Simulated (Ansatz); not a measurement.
Computed with Ansatz on PBE0-D4/def2-TZVP structures; ΔE is electronic, products minus reactants. CCSD(T)/CBS adds triple-zeta CCSD(T) − MP2 to the extrapolated MP2 energy (def2 sets, frozen cores). DFT in def2-TZVPP. For Ga outer-core shells are correlated without core-valence functions, which leaves a few kJ/mol of doubt a bond. Scalar relativity is left out up to krypton. Each species was taken in one conformer, which may not be the lowest.

Consider the formal exchange of groups at a Ga–C bond: `C[CH](C)[Ga]([OH])[OH]` + `CSC` → `[CH3][Ga]([OH])[OH]` + `CSC(C)C`.

```
             level  ΔE (kJ/mol)
         r2SCAN-D4        -25.0
            r2SCAN        -24.7
     HF/def2-TZVPP        -22.7
CCSD(T)/def2-TZVPP        -25.6
```

Question: What does CCSD(T)/CBS give? (Estimate.)

Answer: Ansatz gave: -25.1 kJ/mol. The listed levels differ from it by 0.1, 0.4, 2.4, -0.5 kJ/mol.

Largest T1 diagnostic among the species: 0.014.
